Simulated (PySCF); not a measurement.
## Radial density of Ga (gallium, neutral)

wB97X, [Ar] 3d10 4s2 4p1, 2P determinant. Calculation: PySCF 2.14, in aug-cc-pwCVTZ-PP with ECP10MDF; a scalar-relativistic core potential. This is the valence pseudo-density: the core potential removes the inner electrons and smooths the orbitals near the nucleus.

| r (bohr) | 4πr²ρ (e/bohr) | 4πr²(ρα − ρβ) |
| --- | --- | --- |
| 0.00247 | 2.763e-05 | 0.0000 |
| 0.00415 | 7.503e-05 | 0.0000 |
| 0.00698 | 0.0001923 | 0.0000 |
| 0.0117 | 0.0004504 | 0.0000 |
| 0.0197 | 0.001001 | 0.0000 |
| 0.0332 | 0.002598 | 0.0000 |
| 0.0558 | 0.01655 | 0.0000 |
| 0.0939 | 0.1746 | -0.0001 |
| 0.158 | 1.440 | -0.0009 |
| 0.266 | 7.813 | 0.0028 |
| 0.447 | 23.77 | 0.0285 |
| 0.752 | 20.23 | -0.0024 |
| 1.26 | 5.102 | 0.0738 |
| 2.13 | 1.661 | 0.3170 |
| 3.58 | 0.5372 | 0.2428 |
| 6.02 | 0.05324 | 0.0432 |
| 10.1 | 0.001087 | 0.0011 |

Energies and moments cover only the electrons outside the core potential.

**Question.** Where is the radial spin density 4πr²(ρα − ρβ) most negative, and why is it negative at all?

**Answer.** Around r = 0.752 bohr, down to -0.0024 e/bohr: exchange with the open shell polarises the paired shells in an unrestricted calculation.
